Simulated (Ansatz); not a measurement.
One change: `OC([SiH3])[AsH2]` becomes `OC([SiH3])Br`.

Ansatz, PBE0-D4/def2-TZVP geometries, multiplicity 1. Each molecule was computed in one conformer, which needn't be the lowest.

Scalar relativity is left out up to krypton. Spin–orbit coupling is left out; it splits and shifts lone-pair levels of the heavy atoms by tenths of an eV.

```json
{"property": "HOMO–LUMO gap (PBE0/def2-TZVPP) / eV", "`OC([SiH3])[AsH2]`": "6.97"}
{"property": "LUMO energy (ωB97M-V/def2-TZVPP) / eV", "`OC([SiH3])[AsH2]`": "1.45"}
{"property": "LUMO energy (PBE/def2-TZVPP) / eV", "`OC([SiH3])[AsH2]`": "-1.06"}
{"property": "HOMO energy (ωB97M-V/def2-TZVPP) / eV", "`OC([SiH3])[AsH2]`": "-9.32"}
{"property": "HOMO energy (PBE0/def2-TZVPP) / eV", "`OC([SiH3])[AsH2]`": "-7.20"}
{"property": "size of the dipole moment (B3LYP/def2-TZVPP) / D", "`OC([SiH3])[AsH2]`": "1.39"}
```

Task: Give the same properties after the change, and the shifts. (An estimate is asked.)

Result: The calculation gave: 
```csv
property,`OC([SiH3])Br`,shift
HOMO–LUMO gap (PBE0/def2-TZVPP) / eV,7.29,0.32
LUMO energy (ωB97M-V/def2-TZVPP) / eV,1.38,-0.07
LUMO energy (PBE/def2-TZVPP) / eV,-1.48,-0.42
HOMO energy (ωB97M-V/def2-TZVPP) / eV,-10.05,-0.73
HOMO energy (PBE0/def2-TZVPP) / eV,-7.81,-0.61
size of the dipole moment (B3LYP/def2-TZVPP) / D,1.90,0.51
```

With PBE0 the HOMO falls by 0.61 eV and the LUMO falls by 0.29 eV, so the gap widens by about 0.32 eV. PBE moves the HOMO by -0.45 eV and ωB97M-V by -0.73 eV. Dipoles are sizes alone; their direction can turn.

B3LYP here is the variant with VWN-RPA as its local correlation; programs differ in this.
